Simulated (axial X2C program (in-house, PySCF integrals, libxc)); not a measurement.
**Levels of BrF⁻ by electron attachment to BrF (EOM-EA-CCSD)**

Calculated with an in-house all-electron X2C program for linear molecules (integrals from PySCF): two-component X2C with atomic mean-field Coulomb and Gaunt terms, Gaussian nuclei, basis Br dyall-acv3z, F dyall-av3z with contracted cores.

R = 1.838 Å (1.045 times 1.759 Å, the PBE0 minimum at charge 0 for the lowest determinant).

Levels of BrF⁻ obtained by attaching an electron to BrF:

```
  Ω  binding energy (eV)  above lowest (cm⁻¹)                 attached spinor  one-particle weight
1/2                1.128                    0  59% Br pσ, 18% F pσ, 11% Br dσ                 0.95
1/2               -1.490                21110             86% Br sσ, 7% Br pσ                 0.99
1/2               -2.075                25833                       94% Br pπ                 0.99
3/2               -2.092                25968                       95% Br pπ                 0.99
1/2               -2.302                27660             82% Br pσ, 10% F pσ                 0.98
1/2               -4.046                41731              78% F pσ, 9% Br dσ                 0.99
```

Task: What is the splitting of the first π pair in the table, and is it regular or inverted?

Result: E(3/2) − E(1/2) = 25968 − 25833 = 135 cm⁻¹ at EOM-EA-CCSD: regular, Ω = 1/2 lower. Splittings at this level can be off by ten to twenty per cent.

Negative binding energies belong to unbound states, resonances or levels that the basis set holds; within some tenths of an eV of zero the sign is not settled.

This point took 33 s on 1 thread of Arm Neoverse N1, with other jobs on the host.

Reference electrons by ω block (each with its −ω partner): 1/2: 15, 3/2: 6, 5/2: 1. 14 electrons of BrF correlated (inner shells frozen), 92 natural virtual spinors (a truncated set); levels can be off by some tenths of an eV. Roots sought by Ω: (1/2: 5, 3/2: 4, 5/2: 2, 7/2: 1); the list ends where they run out and leaves out roots under 60 % one-particle weight. The solver can skip a root, and states that need a further excitation, which the method places far too high, are missing though they may lie low or lowest. T1 of the reference 0.015 (Lee–Taylor). Some roots did not converge and are left out. Number of frozen shells: Br 3 s, 2 p, 1 d; F 1 s.
